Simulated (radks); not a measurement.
Results of a calculation; reference values are marked as such.
The nuclear charge of the thallium ion Tl2+ is varied continuously with 79 electrons held in [Xe] 4f14 5d10 6s1. Code: a radial shooting solver on a logarithmic mesh with Libxc functionals. Model: Dirac Kohn-Sham, PBE, spin-unpolarised, spherical densities, finite nucleus; Fermi nuclear charge, rms radius 5.4759 fm. By the Hellmann-Feynman theorem dE/dZ = E(electron-nucleus)/Z, the electronic potential at the nucleus (averaged over a nucleus of fixed radius).

Z     E (hartree)  E(electron-nucleus)/Z (hartree)   HOMO  e(HOMO) (eV)  <r> HOMO (bohr)
80    -19656.9514                         -619.404  6s1/2       -14.710            2.513
80.1  -19718.9539                         -620.647  6s1/2       -15.704            2.486
80.2  -19781.0807                         -621.890  6s1/2       -16.713            2.459
80.3  -19843.3320                         -623.135  6s1/2       -17.739            2.434
80.4  -19905.7078                         -624.381  6s1/2       -18.781            2.409
80.5  -19968.2083                         -625.628  6s1/2       -19.839            2.385
80.6  -20030.8335                         -626.876  6s1/2       -20.912            2.361
80.7  -20093.5835                         -628.125  6s1/2       -22.000            2.339
80.8  -20156.4585                         -629.375  6s1/2       -23.104            2.317
80.9  -20219.4586                         -630.626  6s1/2       -24.222            2.296
81    -20282.5838                         -631.879  6s1/2       -25.354            2.275
81.1  -20345.8344                         -633.132  6s1/2       -26.502            2.255
81.2  -20409.2103                         -634.387  6s1/2       -27.663            2.236
81.3  -20472.7117                         -635.642  6s1/2       -28.839            2.217
81.4  -20536.3388                         -636.899  6s1/2       -30.028            2.198
81.5  -20600.0916                         -638.157  6s1/2       -31.232            2.180
81.6  -20663.9703                         -639.417  6s1/2       -32.449            2.163
81.7  -20727.9750                         -640.677  6s1/2       -33.679            2.146
81.8  -20792.1058                         -641.939  6s1/2       -34.924            2.129
81.9  -20856.3628                         -643.202  6s1/2       -36.181            2.113
82    -20920.7463                         -644.466  6s1/2       -37.452            2.097

The central difference of E at Z = 81 is -631.879 hartree, to compare with the third column; the second derivative is -12.5 hartree.
